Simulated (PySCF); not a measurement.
Compound: C3H9As.
Numbering: `[CH3:1][CH2:2][AsH:3][CH3:4]` (hydrogens: H5, H6, H7 on C1; H8, H9 on C2; H10 on As3; H11, H12, H13 on C4)

Level of theory: PBE0-D3(BJ)/def2-SVP geometry optimisation, gas phase in PySCF.

Entries marked ? are missing. Bonds in one row agree within 0.01 Å.

```tsv
coordinate	value
C1–C2	?
C2–As3	1.980 Å
As3–C4	?
C1–H5, C1–H6, C1–H7	1.102 Å
C2–H8, C2–H9	1.102 Å
As3–H10	1.530 Å
C4–H11, C4–H12, C4–H13	1.100 Å
C2–C1–H5	111.6°
H5–C1–H6	?
C1–C2–As3	112.6°
C1–C2–H8	111.3°
As3–C2–H8	109.1°
As3–C2–H9	105.9°
H8–C2–H9	107.0°
C2–As3–C4	97.5°
C2–As3–H10	94.9°
C4–As3–H10	95.5°
As3–C4–H11	?
As3–C4–H12	?
H11–C4–H12	109.1°
H11–C4–H13	108.1°
```

Problem. Estimate the withheld lengths and angles.

Solution. 
- C1–C2 = 1.519 Å, drawn single (methyl carbon to chain CH2 carbon); equal to the sum of covalent radii, 1.52 Å.
- As3–C4 = 1.969 Å, drawn single (ends: arsenic bonded to 2 C and H; methyl carbon); 0.02 Å above the sum of covalent radii, 1.95 Å.
- H5–C1–H6 = 107.4°, at the methyl carbon; the outer atoms are 1.775 Å apart.
- As3–C4–H11 = 108.6°, at the methyl carbon; the outer atoms are 2.543 Å apart.
- As3–C4–H12 = 112.2°, at the methyl carbon; the outer atoms are 2.593 Å apart.

Radii are Cordero's, carbon taken as 0.76, 0.73 or 0.69 Å for four, three, and two or fewer neighbours.

Not checked by PBE0-D3(BJ)/def2-SVP frequencies. One conformer, not necessarily the lowest (C1–C2–As3–C4 -168°).
